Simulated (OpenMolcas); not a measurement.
An OpenMolcas run meant for Dy³⁺ (ANO-R3, X2C; inactive shells 1s 2s 2p 3s 3p 3d 4s 4p 4d 5s 5p; intended active space 9 electrons in 7 orbitals (4f)). One step of its input:

```
&CASPT2
Multistate=18 1 2 3 4 5 6 7 8 9 10 11 12 13 14 15 16 17 18
Frozen=14 9
IPEA=1.5
Imaginary=0.1
MaxIter=60
WThr=0.0 0.3 0.05
PrWF=0.5
NoMix
```

The run finished. Its levels beside those of a sound run (SS-CASPT2, IPEA 0.25 Eh, imaginary shift 0.1 Eh (closed shells correlated: 5s 5p)), in cm-1 above each run's lowest level:

```csv
Level,This run,Usual run
4f9 6H* 15/2,0.0,0.0
4f9 6H* 13/2,3624,3653
4f9 6H* 11/2,6618,6667
4f9 6F* 11/2,9586,8810
4f9 6H* 9/2,9025,9086
4f9 6H* 7/2,10899,10965
4f9 6F* 9/2,11775,10999
4f9 6H* 5/2,12292,12358
4f9 6F* 7/2,13566,12790
4f9 6F* 5/2,14959,14183
4f9 6F* 3/2,15954,15178
4f9 6F* 1/2,16551,15775
```

Q: Which setting is unsound, and how much does it matter here?

A: The IPEA shift is far above its usual 0.25 hartree. Against the sound run the excited levels shown move by 450 cm-1 on average and by 780 cm-1 at most.

CASPT2 breaks the degeneracy within a term, and the mean is taken; among the terms shown or strongly mixed into the levels shown the widest spread is 140 cm-1 (4f9 6F*, this run). High states are left out of the spin-orbit mixing, which shifts the levels that they would mix with. Levels of configurations outside the active space are missing.

* marks odd parity.
